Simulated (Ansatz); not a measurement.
C3H2N (SMILES [CH]=CC#N), doublet, geometry from GFN2-xTB. Base run: Ansatz (a quantum-chemistry and plane-wave program) with B3LYP/def2-SVP.

Geometry (Å):
```xyz
6

C     -0.1131    -1.6732     0.0094
C      0.5486    -0.5570    -0.0051
C     -0.0728     0.7168    -0.0023
H      0.0617    -2.7218     0.0118
H      1.6442    -0.4844    -0.0207
N     -0.5545     1.7552    -0.0004
```
Charge 0, spin multiplicity 2.
Orbitals are unrestricted.
All else is at Ansatz's defaults.
Base energy -170.01218 Eh.

The base run was repeated with changes; each row names its change, and settings that it needs were set with it.

```tsv
change	ΔE vs base (µEh)
base	0.0
final_grid = 4, 8, 17	365
final_grid = 6, 12, 29	3.9
lower_state_search = off	0.0
final_grid = 10, 20, 41	0.2
point_charge = charge:0.5 position_ang:-0.9365, -0.9433, 5.2364	8.5
fitting.mean_field = cc-pVTZ-JKFIT	-43.1
accuracy = high	0.6
forces = on	0.0
point_charge = charge:-1.0 position_ang:2.4567, 4.3447, -0.8816	5524
lower_state_search = full	0.0
```
